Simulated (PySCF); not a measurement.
## Ir⁵¹⁺: ionisation energy

Ir⁵¹⁺ [Ar] 3d8 [3d3/2^4 3d5/2^4, M_J = 4] → Ir⁵²⁺ [Ar] 3d7 [3d3/2^4 3d5/2^3, M_J = 9/2], as a difference of total energies. Calculation: PySCF 2.14, in an uncontracted even-tempered set (15 s from 14 bohr⁻², ratio 2.8; 13 p from 18 bohr⁻², ratio 2.8; 8 d from 18 bohr⁻², ratio 2.8; 3 f from 64 bohr⁻², ratio 3); the two-component X2C-1e Hamiltonian. Correlated levels: [Ne] frozen; the 78 highest virtual spinors dropped. "Screened" scales the spin-orbit matrix elements by Boettger's factors to mimic the two-electron term; Breit and QED terms are absent.

```csv
method,ionisation energy (eV)
GHF (spin-free),4838.6
GMP2 (spin-free),4839.8
GHF (screened spin-orbit),4807.7
GMP2 (screened spin-orbit),4808.8
```

Breit and QED terms and the two-electron picture change are absent.

The spin-free rows relax to the high-spin LS determinant and lack the spin-orbit shift.

The labels give the starting determinants; with spin-orbit coupling the two ends relaxed to ⟨J²⟩ = 20.00, ⟨L²⟩ = 13.18, ⟨S²⟩ = 1.79 and ⟨J²⟩ = 24.75, ⟨L²⟩ = 16.10, ⟨S²⟩ = 2.53.

For comparison: 4806 ± 4 eV (theoretical estimate listed by NIST; NIST Atomic Spectra Database, ionization energies).
